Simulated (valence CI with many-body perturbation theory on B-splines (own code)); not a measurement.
Cd³³⁺: key properties

Level of theory: configuration interaction combined with many-body perturbation theory (CI+MBPT): five valence electrons over a frozen Dirac-Fock core [Ne], a basis of 11 s, 11 p, 10 d, 8 f, 5 g, 2 h functions for each j, with the one-electron correlation potential Σ1 (screened to all orders), the two-electron term Σ2, the three-electron term Σ3, Breit, model QED; selected single and double excitations, second order for the rest, scaled by the run's own slope (own B-spline code, finite nucleus).

The last digits are not significant, and no measured levels were compared; by estimate large intervals hold to a few tenths of a per cent, small ones and those within an open d or f shell to about a per cent. Among the levels kept, up to 4200 cm⁻¹ of a level comes from second order outside the variational space, and about a tenth of that is noise between levels of different J, which matters for small intervals.

Levels are named by their leading jj configuration (3d3/2^4 stands for four electrons in 3d with j = 3/2), which in mixed levels can hold well under half, so a name can repeat and another be missing.

Rates and lifetimes use the calculated energies. Strong lines usually hold to 10 to 20 %, long lifetimes can be off by a factor of two.

(1) What is the ground level?

(2) What is the ionisation energy?

(3) How well does LS coupling describe the low levels?

(4) Among levels below 415.12 eV, which E1 lines absorb most strongly from the ground level?

(5) Where does the other parity begin?

Results:

(1) (3s^2 3p1/2^2 3p3/2) J=3/2, composition 40 % 3s2 3p3 2P° + 36 % 3s2 3p3 4S° + 22 % 3s2 3p3 2D°, g = 1.449.

(2) 2075.1 eV; NIST lists 2091 ± 8 eV (semi-empirical).

(3) Among the lowest 20 levels the leading LS term, summed over configurations, holds 54 % on average. For single configurations the figures are 48 % in LS and 77 % in jj coupling. Terms mix most in the J = 5/2 level at 148.30 eV, where the leading one holds 32 %.

(4) to (3s^2 3p1/2 3p3/2 3d3/2) J=3/2 at 6.378 nm, f = 0.274; to (3s^2 3p1/2 3p3/2 3d5/2) J=5/2 at 6.569 nm, f = 0.158; to (3s^2 3p1/2 3p3/2 3d3/2) J=5/2 at 6.280 nm, f = 0.145.

(5) At (3s 3p1/2^2 3p3/2^2) J=5/2, 124.50 eV.
